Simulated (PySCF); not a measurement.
**Correlation energy of O (oxygen, neutral)**

[He] 2s1 2p5, high-spin 3P determinant (an excited configuration). Computed with PySCF 2.14 in def2-QZVPPD, with the non-relativistic Hamiltonian (point nucleus). Frozen: nothing; 8 electrons correlated.

| level | correlation energy (mhartree) |
| --- | --- |
| CCSD | -243.39 |
| (T) | -15.09 |
| CCSD(T) | -258.48 |

Diagnostics: T1 = 0.020, D1 = 0.0540, largest double amplitude 0.180.

Question: Is a single reference adequate?

Answer: Not fully. A double-excitation amplitude exceeds 0.15, a sign of near-degeneracy.

This basis was not built for core-valence correlation, so the inner-shell part is incomplete.
